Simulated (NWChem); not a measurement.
All runs are NWChem calculations. System: H5GaS, charge 1, spin multiplicity 2, at the geometry of a parent with another charge or spin, in a state set for the comparison that need not be this species' ground state. Its SCF solution wasn't tested for a lower state.

Job file:

```
start mol
memory heap 200 mb stack 900 mb global 1100 mb
charge 1
geometry units angstroms nocenter noautoz noautosym
  Ga    -0.717022    -0.556179     0.074118
  H     -0.137376    -1.416467     1.259742
  H     -1.774360     0.570932     0.379285
  H     -0.601564    -1.113419    -1.397743
  S      1.340929     1.083229    -0.044590
  H      2.228931     0.221041    -0.586569
  H      1.057175     1.647801    -1.238926
end
basis spherical
  * library sto-3g
end
dft
  xc b3lyp
  odft
  mult 2
  semidirect memsize 60000000 filesize 0
  iterations 100
end
task dft energy
```

The output up to the point where the run's verdict is printed (cleaned and shortened):

```
             Northwest Computational Chemistry Package (NWChem) 7.3.0
             --------------------------------------------------------

                                NWChem Input Module
                                -------------------

 Scaling coordinates for geometry "geometry" by  1.889725989
 (inverse scale =  0.529177249)

                             Geometry "geometry" -> ""
                             -------------------------

 Output coordinates in angstroms (scale by  1.889725989 to convert to a.u.)

  No.       Tag          Charge          X              Y              Z
 ---- ---------------- ---------- -------------- -------------- --------------
    1 Ga                  31.0000    -0.71702200    -0.55617900     0.07411800
    2 H                    1.0000    -0.13737600    -1.41646700     1.25974200
    3 H                    1.0000    -1.77436000     0.57093200     0.37928500
    4 H                    1.0000    -0.60156400    -1.11341900    -1.39774300
    5 S                   16.0000     1.34092900     1.08322900    -0.04459000
    6 H                    1.0000     2.22893100     0.22104100    -0.58656900
    7 H                    1.0000     1.05717500     1.64780100    -1.23892600

 Effective nuclear repulsion energy (a.u.)     163.6177869384

            Nuclear Dipole moment (a.u.)
            ----------------------------
        X                 Y               Z
 ---------------- ---------------- ----------------
    -0.0000226767     0.0000056692     0.0000132281


 Summary of "ao basis" -> "" (spherical)
 ------------------------------------------------------------------------------
       Tag                 Description            Shells   Functions and Types
 ---------------- ------------------------------  ------  ---------------------
 *                           sto-3g                   on all atoms

                                 NWChem DFT Module
                                 -----------------

 Summary of "ao basis" -> "ao basis" (spherical)
 ------------------------------------------------------------------------------
[...]
 d= 0,ls=0.5,diis    75  -2298.8088579784 -2.68D-06  1.77D-05  9.90D-08    10.8
                                                     2.97D-04  8.74D-07
 d= 0,ls=0.5,diis    76  -2298.8088613657 -3.39D-06  7.92D-06  2.32D-07    10.9
                                                     2.14D-04  1.53D-06
 d= 0,ls=0.5,diis    77  -2298.8088639655 -2.60D-06  1.00D-05  1.58D-07    11.0
                                                     2.10D-04  1.10D-06
 d= 0,ls=0.5,diis    78  -2298.8088660307 -2.07D-06  3.04D-06  1.58D-07    11.2
                                                     8.79D-05  1.02D-06
 d= 0,ls=0.5,diis    79  -2298.8088674393 -1.41D-06  7.31D-06  5.53D-08    11.4
                                                     1.47D-04  5.21D-07
 d= 0,ls=0.5,diis    80  -2298.8088692075 -1.77D-06  1.02D-05  7.14D-08    11.5
                                                     1.83D-04  6.32D-07
 d= 0,ls=0.5,diis    81  -2298.8088710310 -1.82D-06  9.60D-06  1.06D-07    11.7
                                                     1.75D-04  8.11D-07
 d= 0,ls=0.5,diis    82  -2298.8088729869 -1.96D-06  7.05D-06  1.02D-07    11.8
                                                     1.55D-04  7.72D-07
 d= 0,ls=0.5,diis    83  -2298.8088747221 -1.74D-06  1.45D-05  8.26D-08    12.0
                                                     2.32D-04  6.54D-07
 d= 0,ls=0.5,diis    84  -2298.8088768389 -2.12D-06  5.62D-06  1.62D-07    12.1
                                                     1.57D-04  1.08D-06
 d= 0,ls=0.5,diis    85  -2298.8088783983 -1.56D-06  4.53D-06  1.04D-07    12.2
                                                     1.19D-04  7.14D-07
 d= 0,ls=0.5,diis    86  -2298.8088796847 -1.29D-06  6.42D-06  6.05D-08    12.4
                                                     1.30D-04  4.67D-07
 d= 0,ls=0.5,diis    87  -2298.8088808780 -1.19D-06  6.73D-06  5.59D-08    12.5
                                                     1.38D-04  4.47D-07
 d= 0,ls=0.5,diis    88  -2298.8088819471 -1.07D-06  1.10D-05  6.33D-08    12.7
                                                     1.80D-04  4.87D-07
 d= 0,ls=0.5,diis    89  -2298.8088830631 -1.12D-06  5.10D-06  9.49D-08    12.8
                                                     1.29D-04  6.28D-07
 d= 0,ls=0.5,diis    90  -2298.8088838798 -8.17D-07  5.92D-06  6.13D-08    13.0
                                                     9.73D-05  4.32D-07
 d= 0,ls=0.5,diis    91  -2298.8088843198 -4.40D-07  3.06D-06  2.60D-08    13.1
                                                     5.45D-05  2.08D-07
 d= 0,ls=0.5,diis    92  -2298.8088845957 -2.76D-07  2.74D-06  1.06D-08    13.2
                                                     5.49D-05  1.44D-07
 d= 0,ls=0.5,diis    93  -2298.8088848337 -2.38D-07  3.90D-06  8.17D-09    13.4
                                                     6.88D-05  1.18D-07
 d= 0,ls=0.5,diis    94  -2298.8088850404 -2.07D-07  3.79D-06  1.06D-08    13.5
                                                     5.94D-05  1.09D-07
 d= 0,ls=0.5,diis    95  -2298.8088851957 -1.55D-07  2.63D-06  1.06D-08    13.7
                                                     4.94D-05  9.51D-08
 d= 0,ls=0.5,diis    96  -2298.8088853475 -1.52D-07  3.42D-06  8.80D-09    13.9
                                                     5.62D-05  8.45D-08
 d= 0,ls=0.5,diis    97  -2298.8088854730 -1.26D-07  1.48D-06  9.83D-09    14.1
                                                     3.65D-05  8.02D-08
 d= 0,ls=0.5,diis    98  -2298.8088855481 -7.50D-08  2.03D-06  5.83D-09    14.2
                                                     3.90D-05  6.14D-08
 d= 0,ls=0.5,diis    99  -2298.8088856252 -7.71D-08  1.24D-06  5.18D-09    14.4
                                                     3.15D-05  5.56D-08
 d= 0,ls=0.5,diis   100  -2298.8088856891 -6.39D-08  9.78D-07  3.69D-09    14.5
                                                     2.74D-05  4.95D-08
```

The run did not converge; its last values are not results. The next line reads: Calculation failed to converge. NWChem stopped with the message: dft energy failed.
